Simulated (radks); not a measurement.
Coulomb parameter of the 5d shell of the hafnium ion Hf2+ in the model configuration [Xe] 4f14 5d1 6p1, as a second difference U = [E(n + 0.25) + E(n - 0.25) - 2 E(n)] / (0.25)^2 with all orbitals relaxed. "Bare": the charge of the atom changes with n. "Screened": the 6p shell takes up the change at fixed total charge, which measures U(5d,5d) + U(6p,6p) - 2 U(5d,6p). Calculated with a radial shooting solver on a logarithmic mesh with Libxc functionals: scalar-relativistic Kohn-Sham, PBEsol, spin-unpolarised, spherical densities, point nucleus.

| case | configuration | E - E(n) (eV) |
|---|---|---|
| start | [Xe] 4f14 5d1 6p1 | 0.000 |
| bare +0.25 | [Xe] 4f14 5d1.25 6p1 | -4.612 |
| bare -0.25 | [Xe] 4f14 5d0.75 6p1 | 5.242 |
| screened +0.25 | [Xe] 4f14 5d1.25 6p0.75 | -1.482 |
| screened -0.25 | [Xe] 4f14 5d0.75 6p1.25 | 1.568 |

U(bare) = 10.085 eV, U(screened by 6p) = 1.376 eV, against the Slater integral F0(5d,5d) = 12.268 eV with frozen orbitals.
